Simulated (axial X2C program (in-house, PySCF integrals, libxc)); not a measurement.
# Correcting the dissociation energy of AlTe for spin–orbit coupling

A spin-free CCSD(T) curve (one-electron X2C) was computed with an in-house relativistic program for diatomic molecules, basis Te dyall-cv3z [11s12p8d4f1g], Al dyall-v3z [8s8p2d1f] (cores contracted in-house), for the state M_S = 1/2, Λ = 0 (beyond evenly filled blocks: σα). It gives D0 = 2.903 eV to Te + Al, which in a spin-free picture are the weighted means of the ground terms.

Correlated methods: 9 electrons correlated (number of frozen shells: Te 4 s, 3 p, 2 d; Al 2 s, 1 p), 219 virtual spin orbitals or spinors in MP2, 90 natural virtuals in coupled cluster.

Measured levels of the ground terms (NIST Handbook of Basic Atomic Spectroscopic Data), in cm⁻¹: Te 3P: J = 2 at 0, J = 0 at 4706.5, J = 1 at 4750.7; Al 2P: J = 1/2 at 0, J = 3/2 at 112.1.

The molecular state has Λ = 0, so it has no first-order lowering.

(1) How far does each ground level lie under the (2J+1)-weighted mean of its term?

(2) Correct D0.

Second-order spin–orbit effects in the molecule, which grow quickly with Z, are left out. One determinant describes the state; a PBE0 search over occupations chose it and may have missed a lower one. De is counted from the lowest determinant-based energies of the atoms at the same level, without counterpoise correction. CCSD and (T) use frozen natural virtuals with an MP2 correction for the truncation; (T) itself is uncorrected, so its De runs slightly low. With the outer-core shells frozen, correlated bond lengths of heavy atoms tend to come out a few hundredths of an ångström too long.

Answers

(1) Te: (5 × 0 + 1 × 4706.5 + 3 × 4750.7)/9 = 2107 cm⁻¹; Al: (2 × 0 + 4 × 112.1)/6 = 75 cm⁻¹.

(2) D0 = 2.903 + (0 − 2182)/8065.5 = 2.632 eV at CCSD(T) with these spin–orbit terms.
